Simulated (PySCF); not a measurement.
Ligands exchanged one at a time, In NH2-SH. All species are isolated molecules in the gas phase. One relaxed conformer stands for each flexible species; it need not be the lowest. Strings in code marks are SMILES.

The HOMO from two functionals at the same geometries (B3LYP-D3(BJ)/def2-TZVP), both in PySCF: PBE-D3(BJ)/def2-TZVP and B3LYP-D3(BJ)/def2-TZVP. B3LYP has the VWN-RPA correlation part, as in Gaussian. 

```json
[
 {"species": "0 of 3 NH2 replaced by SH", "PBE-D3(BJ)/def2-TZVP (eV)": "-5.38", "B3LYP-D3(BJ)/def2-TZVP (eV)": "-6.53"},
 {"species": "1 of 3 NH2 replaced by SH (`[NH2][In]([NH2])[SH]`)", "PBE-D3(BJ)/def2-TZVP (eV)": "-5.78", "B3LYP-D3(BJ)/def2-TZVP (eV)": "-6.87"},
 {"species": "2 of 3 NH2 replaced by SH (`[NH2][In]([SH])[SH]`)", "PBE-D3(BJ)/def2-TZVP (eV)": "-6.04", "B3LYP-D3(BJ)/def2-TZVP (eV)": "-7.11"},
 {"species": "3 of 3 NH2 replaced by SH", "PBE-D3(BJ)/def2-TZVP (eV)": "-6.39", "B3LYP-D3(BJ)/def2-TZVP (eV)": "-7.34"}
]
```

Over these rows, drawn at random from the members with no instability flagged (it was tested for open shells, ions and some series alone), PBE minus B3LYP-D3(BJ): mean +1.07 eV, from +0.95 eV to +1.14 eV.
